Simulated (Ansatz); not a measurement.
Reaction (homolysis of the Ge–Si bond): `[OH][GeH2][SiH3]` → `[OH][GeH2]`• + `[SiH3]`•

Program: Ansatz. Geometries: PBE0-D4/def2-TZVP. ΔE: electronic, gas phase. CBS: MP2 limit from def2 TZ/QZ plus the TZ coupled-cluster correction, frozen cores. This one scheme is used for every species. DFT in def2-TZVPP. B3LYP here is the variant with VWN-RPA as its local correlation; programs differ in this. HSE06 is defined as in plane-wave codes. No spin–orbit coupling; open shells (•) take unrestricted orbitals. For Ge outer-core shells are correlated without core-valence functions, which leaves a few kJ/mol of doubt a bond. Scalar relativity is left out up to krypton. One conformer a species, not always the lowest.

```tsv
level	ΔE (kJ/mol)	difference from CCSD(T)/CBS
PBE-D4	295.3	-23.7
revPBE-D4	284.4	-34.6
BLYP-D4	282.9	-36.1
r2SCAN-D4	288.0	-31.0
B97M-V	305.4	-13.6
PBE0-D4	300.4	-18.6
B3LYP-D4	292.9	-26.1
r2SCANh-D4	288.8	-30.2
r2SCAN0-D4	290.0	-29.0
HSE06-D4	300.0	-19.0
CAM-B3LYP-D4	297.3	-21.7
ωB97X-V	316.1	-2.9
ωB97M-V	307.4	-11.6
B2PLYP	294.3	-24.7
PBE-QIDH	306.9	-12.1
revPBE	271.4	-47.6
BLYP	269.7	-49.3
r2SCAN	286.3	-32.7
PBE0	294.5	-24.5
B3LYP	282.2	-36.8
r2SCANh	286.9	-32.1
r2SCAN0	287.9	-31.1
HSE06	294.3	-24.7
BHLYP	288.3	-30.7
CAM-B3LYP	291.1	-27.9
LC-ωPBE	296.3	-22.7
RPA@PBE/def2-TZVPP	292.7	-26.3
HF/def2-SVP	224.8	-94.2
MP2/def2-SVP	291.1	-27.9
CCSD/def2-SVP	285.2	-33.8
CCSD(T)/def2-SVP	289.0	-30.0
HF/def2-TZVPP	222.4	-96.6
MP2/def2-TZVPP	309.0	-10.0
SCS-MP2/def2-TZVPP	309.8	-9.2
CCSD(T)/def2-TZVPP	306.6	-12.4
HF/def2-QZVPP	221.3	-97.7
MP2/def2-QZVPP	315.8	-3.2
SCS-MP2/def2-QZVPP	317.1	-1.9
HF/CBS(def2)	221.2	-97.8
CCSD/CBS(def2)	313.5	-5.5
CCSD(T)/CBS	319.0	0
```

Largest T1 diagnostic among the species: 0.015.

From PBE to PBE0 (25 % exact exchange), in def2-TZVPP and without D4, ΔE moves by +5.8 kJ/mol. Leaving LDA and LC-ωPBE aside and taking each functional with its dispersion term where it has one, the values spread over 33.2 kJ/mol, from BLYP-D4 to ωB97X-V. LDA lies +45.7 kJ/mol from PBE without D4, its usual overbinding.
